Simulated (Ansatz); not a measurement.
Ansatz (a quantum-chemistry and plane-wave program) input:
A basis named .json is the Basis Set Exchange file of that set.

Ansatz 0.2 input:
```yaml
crystal:
  periodic: [false, false, false]
  atoms:
    - {symbol: La, position_ang: [0.03573822, -0.30860268, 0.08254766]}
    - {symbol: F, position_ang: [2.13136139, -0.78223000, 0.06698704]}
    - {symbol: F, position_ang: [-0.94720024, -0.63086990, 1.96567731]}
    - {symbol: Cl, position_ang: [-0.74673699, 1.78283836, -1.35289388]}
basis:
  gaussian:
    orbitals: def2-QZVPP.json
hamiltonian:
  xc: hf
```

Q: Predict the final energy.

A: -689.92515 Eh (HF/def2-QZVPP). The basis has 265 functions.
